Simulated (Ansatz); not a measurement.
Ansatz (a first-principles code) input for Te(Et)(SMe) (C3H8STe), SMILES CC[Te]SC, PBE0-D3(BJ)/def2-SVP. 

Ansatz 0.2 input:
```yaml
crystal:
  periodic: [false, false, false]
  atoms:
    - {symbol: Te, position_ang: [-0.08061905, -0.11323528, 0.88925139]}
    - {symbol: C, position_ang: [-0.63508947, -1.88445369, -0.30613588]}
    - {symbol: C, position_ang: [-1.15720143, -1.54562757, -1.69114141]}
    - {symbol: H, position_ang: [-1.39152062, -2.39254791, 0.32828859]}
    - {symbol: H, position_ang: [0.26832652, -2.52297461, -0.34282022]}
    - {symbol: H, position_ang: [-0.39936997, -0.96769368, -2.25981927]}
    - {symbol: H, position_ang: [-2.08879379, -0.94601854, -1.64653117]}
    - {symbol: H, position_ang: [-1.37103725, -2.47245343, -2.26578030]}
    - {symbol: S, position_ang: [1.25339512, 0.99762240, -0.80512449]}
    - {symbol: C, position_ang: [0.05851773, 2.12153359, -1.62677690]}
    - {symbol: H, position_ang: [-0.75358412, 1.55998338, -2.12595547]}
    - {symbol: H, position_ang: [0.64462138, 2.67092875, -2.39207624]}
    - {symbol: H, position_ang: [-0.36813443, 2.84833823, -0.91006103]}
basis:
  gaussian:
    orbitals: def2-SVP
hamiltonian:
  xc: pbe0
  dispersion: d3bj
relax: {f_tol: 0.002, max_steps: 200}
```

Program output:

```
WARN ansatz: RAYON_NUM_THREADS=1 ignored (pool sized by the plan → 1); use --threads N
Functional definition: PBE0
integrals: 0.10 GiB planned
1482 factors; integrals over basis functions are off by at most 3.2e-4 eV
mean field: 0.68 GiB planned
mean field evaluation 1: about -21349.1715 eV, gradient 5.6e1 eV
mean field evaluation 2: about -21341.7067 eV, gradient 7.4e1 eV
mean field evaluation 4: about -21357.1259 eV, gradient 3.8e0 eV
mean field evaluation 8: about -21357.2043 eV, gradient 8.5e-2 eV
mean field evaluation 16: about -21357.2043 eV, gradient 3.2e-5 eV
mean field -21357.20429753 eV, -784.8627815014 hartree, gradient 3.2e-5 eV, S^2 0.000000; 0 other end points of the search recorded, 0 dependent functions left out
the calculation of the forces begins
reference -21357.20432589 eV, -784.8627825433 hartree; 33, 33 occupied and 93, 93 virtual orbitals, 1482 factors
relax step   1: F+E_penalty+E_count = -21357.52420487 eV  Δ(F+E_penalty+E_count) = +0.000e0 eV  max|allowed force component| = 3.975e-1 eV/Å  Δτ_max = 0.0000 Å  (27 SCF iters, accepted)
these checks for a lower state are left out or cut short: starts, cluster_reference, orbital_swaps, neighbouring_geometries, increment
integrals: 0.10 GiB planned
1482 factors; integrals over basis functions are off by at most 3.1e-4 eV
mean field: 0.68 GiB planned
mean field -21357.21744287 eV, -784.8632645837 hartree, gradient 1.9e-5 eV, S^2 0.000000; 0 other end points of the search recorded, 0 dependent functions left out
the calculation of the forces begins
reference -21357.21747098 eV, -784.8632656166 hartree; 33, 33 occupied and 93, 93 virtual orbitals, 1482 factors
relax step   2: F+E_penalty+E_count = -21357.54249383 eV  Δ(F+E_penalty+E_count) = -1.829e-2 eV  max|allowed force component| = 2.175e-1 eV/Å  Δτ_max = 0.0496 Å  (31 SCF iters, accepted)
these checks for a lower state are left out or cut short: starts, cluster_reference, orbital_swaps, neighbouring_geometries, increment
integrals: 0.10 GiB planned
1482 factors; integrals over basis functions are off by at most 3.1e-4 eV
mean field: 0.68 GiB planned
mean field -21357.22355498 eV, -784.8634891993 hartree, gradient 1.6e-5 eV, S^2 0.000000; 0 other end points of the search recorded, 0 dependent functions left out
the calculation of the forces begins
reference -21357.22358319 eV, -784.8634902363 hartree; 33, 33 occupied and 93, 93 virtual orbitals, 1482 factors
relax step   3: F+E_penalty+E_count = -21357.54634019 eV  Δ(F+E_penalty+E_count) = -3.846e-3 eV  max|allowed force component| = 7.451e-2 eV/Å  Δτ_max = 0.0304 Å  (32 SCF iters, accepted)
these checks for a lower state are left out or cut short: starts, cluster_reference, orbital_swaps, neighbouring_geometries, increment
integrals: 0.10 GiB planned
1482 factors; integrals over basis functions are off by at most 3.1e-4 eV
mean field: 0.68 GiB planned
mean field evaluation 32: about -21357.1820 eV, gradient 5.1e-1 eV
mean field -21357.22393785 eV, -784.8635032697 hartree, gradient 1.1e-5 eV, S^2 0.000000; 0 other end points of the search recorded, 0 dependent functions left out
the calculation of the forces begins
reference -21357.22396605 eV, -784.8635043059 hartree; 33, 33 occupied and 93, 93 virtual orbitals, 1482 factors
relax step   4: F+E_penalty+E_count = -21357.54686917 eV  Δ(F+E_penalty+E_count) = -5.290e-4 eV  max|allowed force component| = 3.647e-2 eV/Å  Δτ_max = 0.0089 Å  (26 SCF iters, accepted)
these checks for a lower state are left out or cut short: starts, cluster_reference, orbital_swaps, neighbouring_geometries, increment
integrals: 0.10 GiB planned
1482 factors; integrals over basis functions are off by at most 3.1e-4 eV
mean field: 0.68 GiB planned
mean field -21357.22398024 eV, -784.8635048274 hartree, gradient 1.0e-5 eV, S^2 0.000000; 0 other end points of the search recorded, 0 dependent functions left out
the calculation of the forces begins
reference -21357.22400843 eV, -784.8635058634 hartree; 33, 33 occupied and 93, 93 virtual orbitals, 1482 factors
relax step   5: F+E_penalty+E_count = -21357.54697126 eV  Δ(F+E_penalty+E_count) = -1.021e-4 eV  max|allowed force component| = 1.809e-2 eV/Å  Δτ_max = 0.0034 Å  (24 SCF iters, accepted)
these checks for a lower state are left out or cut short: starts, cluster_reference, orbital_swaps, neighbouring_geometries, increment
integrals: 0.10 GiB planned
1482 factors; integrals over basis functions are off by at most 3.1e-4 eV
mean field: 0.68 GiB planned
mean field -21357.22397671 eV, -784.8635046976 hartree, gradient 1.6e-5 eV, S^2 0.000000; 0 other end points of the search recorded, 0 dependent functions left out
the calculation of the forces begins
reference -21357.22400488 eV, -784.8635057329 hartree; 33, 33 occupied and 93, 93 virtual orbitals, 1482 factors
relax step   6: F+E_penalty+E_count = -21357.54702783 eV  Δ(F+E_penalty+E_count) = -5.658e-5 eV  max|allowed force component| = 1.101e-2 eV/Å  Δτ_max = 0.0131 Å  (25 SCF iters, accepted)
these checks for a lower state are left out or cut short: starts, cluster_reference, orbital_swaps, neighbouring_geometries, increment
integrals: 0.10 GiB planned
1482 factors; integrals over basis functions are off by at most 3.1e-4 eV
mean field: 0.68 GiB planned
mean field -21357.22398349 eV, -784.8635049468 hartree, gradient 1.6e-5 eV, S^2 0.000000; 0 other end points of the search recorded, 0 dependent functions left out
the calculation of the forces begins
reference -21357.22401166 eV, -784.8635059821 hartree; 33, 33 occupied and 93, 93 virtual orbitals, 1482 factors
relax step   7: F+E_penalty+E_count = -21357.54668462 eV  Δ(F+E_penalty+E_count) = +3.432e-4 eV  max|allowed force component| = 5.277e-2 eV/Å  Δτ_max = 0.0211 Å  (32 SCF iters, rejected (line search))
these checks for a lower state are left out or cut short: starts, cluster_reference, orbital_swaps, neighbouring_geometries, increment
integrals: 0.10 GiB planned
1482 factors; integrals over basis functions are off by at most 3.1e-4 eV
mean field: 0.68 GiB planned
mean field -21357.22409923 eV, -784.8635092004 hartree, gradient 1.0e-5 eV, S^2 0.000000; 0 other end points of the search recorded, 0 dependent functions left out
the calculation of the forces begins
reference -21357.22412739 eV, -784.8635102353 hartree; 33, 33 occupied and 93, 93 virtual orbitals, 1482 factors
relax step   8: F+E_penalty+E_count = -21357.54711037 eV  Δ(F+E_penalty+E_count) = -8.253e-5 eV  max|allowed force component| = 4.892e-3 eV/Å  Δτ_max = 0.0105 Å  (26 SCF iters, accepted)
these checks for a lower state are left out or cut short: starts, cluster_reference, orbital_swaps, neighbouring_geometries, increment
integrals: 0.10 GiB planned
1482 factors; integrals over basis functions are off by at most 3.1e-4 eV
mean field: 0.68 GiB planned
mean field evaluation 64: about -21357.2238 eV, gradient 3.7e-1 eV
mean field -21357.22433632 eV, -784.8635179133 hartree, gradient 1.8e-5 eV, S^2 0.000000; 0 other end points of the search recorded, 0 dependent functions left out
the calculation of the forces begins
reference -21357.22436448 eV, -784.8635189480 hartree; 33, 33 occupied and 93, 93 virtual orbitals, 1482 factors
relax step   9: F+E_penalty+E_count = -21357.54713285 eV  Δ(F+E_penalty+E_count) = -2.248e-5 eV  max|allowed force component| = 7.582e-3 eV/Å  Δτ_max = 0.0082 Å  (25 SCF iters, accepted)
these checks for a lower state are left out or cut short: starts, cluster_reference, orbital_swaps, neighbouring_geometries, increment
integrals: 0.10 GiB planned
1482 factors; integrals over basis functions are off by at most 3.1e-4 eV
mean field: 0.68 GiB planned
mean field -21357.22435831 eV, -784.8635187211 hartree, gradient 1.1e-5 eV, S^2 0.000000; 0 other end points of the search recorded, 0 dependent functions left out
the calculation of the forces begins
reference -21357.22438646 eV, -784.8635197557 hartree; 33, 33 occupied and 93, 93 virtual orbitals, 1482 factors
relax step  10: F+E_penalty+E_count = -21357.54713710 eV  Δ(F+E_penalty+E_count) = -4.250e-6 eV  max|allowed force component| = 5.031e-3 eV/Å  Δτ_max = 0.0032 Å  (25 SCF iters, accepted)
these checks for a lower state are left out or cut short: starts, cluster_reference, orbital_swaps, neighbouring_geometries, increment
integrals: 0.10 GiB planned
1482 factors; integrals over basis functions are off by at most 3.1e-4 eV
mean field: 0.68 GiB planned
mean field -21357.22437174 eV, -784.8635192147 hartree, gradient 2.0e-5 eV, S^2 0.000000; 0 other end points of the search recorded, 0 dependent functions left out
the calculation of the forces begins
reference -21357.22439988 eV, -784.8635202491 hartree; 33, 33 occupied and 93, 93 virtual orbitals, 1482 factors
relax step  11: F+E_penalty+E_count = -21357.54713688 eV  Δ(F+E_penalty+E_count) = +2.192e-7 eV  max|allowed force component| = 4.279e-3 eV/Å  Δτ_max = 0.0026 Å  (24 SCF iters, rejected (line search))
these checks for a lower state are left out or cut short: starts, cluster_reference, orbital_swaps, neighbouring_geometries, increment
integrals: 0.10 GiB planned
1482 factors; integrals over basis functions are off by at most 3.1e-4 eV
mean field: 0.68 GiB planned
mean field -21357.22437082 eV, -784.8635191811 hartree, gradient 2.6e-5 eV, S^2 0.000000; 0 other end points of the search recorded, 0 dependent functions left out
the calculation of the forces begins
reference -21357.22439897 eV, -784.8635202156 hartree; 33, 33 occupied and 93, 93 virtual orbitals, 1482 factors
relax step  12: F+E_penalty+E_count = -21357.54714006 eV  Δ(F+E_penalty+E_count) = -2.960e-6 eV  max|allowed force component| = 3.520e-4 eV/Å  Δτ_max = 0.0012 Å  (21 SCF iters, accepted)
integrals: 0.10 GiB planned
1482 factors; integrals over basis functions are off by at most 3.1e-4 eV
mean field: 0.68 GiB planned
mean field evaluation 96: about -21357.2244 eV, gradient 6.6e-3 eV
mean field -21357.22437082 eV, -784.8635191811 hartree, gradient 2.6e-5 eV, S^2 0.000000; 1 other end points of the search recorded, 0 dependent functions left out
the calculation of the forces begins
reference -21357.22439897 eV, -784.8635202156 hartree; 33, 33 occupied and 93, 93 virtual orbitals, 1482 factors
Total energy: -21357.54716821 eV, -784.8753817662 hartree
Atom 0 at    -0.118880    -0.105261     0.870792 Å, force     0.000156     0.000151    -0.000173 eV/Å
Atom 1 at    -0.624046    -1.859436    -0.314125 Å, force    -0.000166     0.000078    -0.000170 eV/Å
Atom 2 at    -1.167091    -1.537308    -1.687625 Å, force     0.000087     0.000226     0.000321 eV/Å
Atom 3 at    -1.355487    -2.393866     0.313767 Å, force     0.000060    -0.000140     0.000117 eV/Å
Atom 4 at     0.287691    -2.470702    -0.364546 Å, force    -0.000025    -0.000085     0.000127 eV/Å
Atom 5 at    -0.432449    -0.954735    -2.265196 Å, force     0.000102     0.000094    -0.000128 eV/Å
Atom 6 at    -2.100931    -0.957538    -1.632127 Å, force    -0.000135    -0.000250    -0.000081 eV/Å
Atom 7 at    -1.372075    -2.463895    -2.249307 Å, force    -0.000068    -0.000127    -0.000181 eV/Å
Atom 8 at     1.237106     0.986361    -0.786574 Å, force    -0.000226     0.000180    -0.000276 eV/Å
Atom 9 at     0.067203     2.099584    -1.621073 Å, force     0.000225    -0.000176     0.000226 eV/Å
Atom 10 at    -0.733801     1.543323    -2.125890 Å, force    -0.000021    -0.000078    -0.000007 eV/Å
Atom 11 at     0.657844     2.643139    -2.374685 Å, force     0.000220    -0.000225     0.000036 eV/Å
Atom 12 at    -0.365573     2.823736    -0.918094 Å, force    -0.000210     0.000352     0.000189 eV/Å
Dipole moment:    -0.343840    -0.085632    -0.177670 e Å
```

The calculation finished and met its thresholds.
